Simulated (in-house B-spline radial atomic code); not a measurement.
**Removing one electron from Ar⁶⁺**

Closed shell [Ne] 3s2. Computed with an all-electron radial atomic-structure program (B-spline basis): Koopmans values of Dirac-Hartree-Fock plus a diagonal self-energy, in second order or with its direct term screened (direct RPA, with the hole-particle interaction, or full time-dependent Hartree-Fock), linearised in energy; no-pair Dirac-Coulomb Hamiltonian, finite nucleus. Shifts add to the Koopmans value (the ΔSCF shift is orbital relaxation alone); the final value takes TDHF screening with Breit and QED.

Command:
```bash
python run_mb.py task.json out
```
Settings (nuclear radius in fm, box in bohr, cutoff in hartree):
```
basis_form          2
Z                   18
core_configuration  [Ne] 3s2
rms_radius          3.4274
mass_number         40
speed_of_light      137.036
box_radius          9.762
lmax                7
intervals           63
virtual_cutoff      1296.0
```

Cost of the run: 5.2 s on 1 thread of Arm Neoverse N1 (shared host).

Energies in eV:

```
subshell  Koopmans  ΔSCF shift  second order  direct RPA  hole-particle  TDHF  Breit + QED  final
   3s1/2    122.47      -0.182             ?           ?              ?     ?            ?      ?
```

Question: What does the self-energy do to 3s1/2?

Answer: It shifts the removal energy by 1.582 eV in second order, 0.880 with direct RPA, 1.070 with the hole-particle term and 1.410 with TDHF screening (quasi-particle weight 0.977); Breit and QED add -0.032 eV. The final value is 123.85 eV, against 124.41 ± 0.06 eV (NIST, semi-empirical). The mixing of s² with p² in the ground state is caught to low order only, which falls short in light ions.
